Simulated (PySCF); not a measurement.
## Indirect couplings

Bonds (- single, = double, # triple, : aromatic): F1-B2 1.321 Å, B2-F3 1.322 Å, B2-C4 1.561 Å, C4-C5 1.510 Å, C5-C6 1.498 Å, C6-C7 1.502 Å, C7-C5 1.501 Å. C4 carries H8, H9; C5 carries H10; C6 carries H11, H12; C7 carries H13, H14. H11, H13 are cis to C4 on the ring; H12, H14 are trans to C4 on the ring.

Method: B3LYP/pcJ-1 (spin–dipole term only in couplings to heteroatoms)//PBE0-D3(BJ)/def2-SVP, PySCF 2.14.0 with density-fitted response routines; isolated molecule, single conformer, non-relativistic. Couplings are averaged over pairs made equivalent by symmetry, fast rotation or ring inversion, so a value needn't be that of the named pair in this geometry, while other rotamers aren't included; one pair stands for each set, and the list holds a selection of those of at least 0.8 Hz over up to four bonds.

Isotopes: ¹³C, ¹H, ¹⁹F, ¹¹B.

| pair | bonds | J (Hz) |
| --- | --- | --- |
| F1, B2 | 1 | -142.4 |
| B2, C4 | 1 | ? |
| C4, C5 | 1 | 45.1 |
| C4, H8 | 1 | 122.6 |
| C5, C6 | 1 | ? |
| C5, H10 | 1 | 166.3 |
| C6, C7 | 1 | ? |
| C6, H11 | 1 | 166.3 |
| C6, H12 | 1 | 169.6 |
| B2, C5 | 2 | -1.7 |
| C4, C6 | 2 | -0.9 |
| C4, H10 | 2 | ? |
| C5, H8 | 2 | ? |
| C5, H11 | 2 | -2.2 |
| C5, H12 | 2 | -1.4 |
| C6, H13 | 2 | -1.9 |
| C6, H14 | 2 | -2.3 |
| F1, C5 | 3 | 3.5 |
| B2, C6 | 3 | 3.5 |
| B2, H10 | 3 | ? |
| C4, H11 | 3 | 6.3 |
| C4, H12 | 3 | ? |
| C6, H8 | 3 | ? |
| H8, H10 | 3 | 8.4 |
| H10, H11 | 3 | 5.6 |
| H11, H13 | 3 | 10.5 |

**Question.** Estimate the withheld couplings, with signs.

**Answer.** 
- ¹J(B2,C4) = 82.4 Hz (bond length 1.561 Å)
- ¹J(C5,C6) = 15.5 Hz (bond length 1.498 Å)
- ¹J(C6,C7) = 14.7 Hz (bond length 1.502 Å)
- ²J(C4,H10) = 2.5 Hz (angle at C5 114°)
- ²J(C5,H8) = -5.3 Hz (angle at C4 110°)
- ³J(B2,H10) = 1.7 Hz (dihedral angle 56°)
- ³J(C4,H12) = 2.9 Hz (dihedral angle 143°)
- ³J(C6,H8) = 2.5 Hz (dihedral angle 82°)
